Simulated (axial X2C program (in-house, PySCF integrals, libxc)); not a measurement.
**Low determinants of MgCu at the PBE0 level, two-component**

All values were computed with an axial X2C code built on PySCF integrals. Two-component (2c) means X2C with spin–orbit coupling and atomic mean-field two-electron Coulomb and Gaunt terms. Basis: Cu dyall-cv3z [9s9p6d3f2g], Mg dyall-cv3z [9s8p6d3f] (cores contracted in-house); Gaussian nuclei, density fitting, unrestricted open shells. Masses: Cu 62.930 u, Mg 23.985 u.

Search at 2.510 Å (vertical energies from the lowest determinant):

```csv
ΔE (eV),state,electrons beyond evenly filled partner blocks,"electrons in ±ω = 1/2, 3/2, 5/2, 7/2"
0.00,Ω = 1/2,ω = 1/2,29 10 2 0
1.86,Ω = 3/2,ω = 3/2,28 11 2 0
2.65,Ω = 3/2,ω = 3/2,30 9 2 0
2.75,Ω = 5/2,ω = 5/2,30 10 1 0
3.04,Ω = 5/2,"2 × ω = 1/2, ω = 3/2",28 11 2 0
3.76,Ω = 3/2,3 × ω = 1/2,29 10 2 0
3.77,Ω = 1/2,"2 × ω = -1/2, ω = 3/2",28 11 2 0
```

Lowest determinant, Ω = 1/2 (⟨Sz⟩ = 0.50, ⟨Lz⟩ = 0.00 at PBE0): Re = 2.475 Å, ωe = 239.5 cm⁻¹.

The determinant in row 2 of the search, Ω = 3/2 (⟨Sz⟩ = 0.50, ⟨Lz⟩ = 1.00 at PBE0), was followed along the bond at PBE0; measured from the minimum of the lowest determinant it gives:

Te = 1.784 eV (14391 cm⁻¹), Re = 2.325 Å, ωe = 297.3 cm⁻¹.

Problem. Compare the bond of the determinant in row 2 with that of the lowest one.

Solution. At PBE0 its Re is 0.150 Å shorter and its force constant, which goes as ωe², is 1.54 times that of the lowest determinant. T0 ≈ Te + Δωe/2 = 14391 + (29) = 14420 cm⁻¹.

The search compares states at one distance, so a state with another bond length can lie lower; it is not exhaustive and yields mostly the lowest determinant of each block pattern, so other components and higher states of one pattern are missing. A followed state lies above the atoms to which the lowest one dissociates. These are energies of single determinants, not of spin-adapted states; PBE0 term energies can be off by some tenths of an eV, and the functional has no current term.
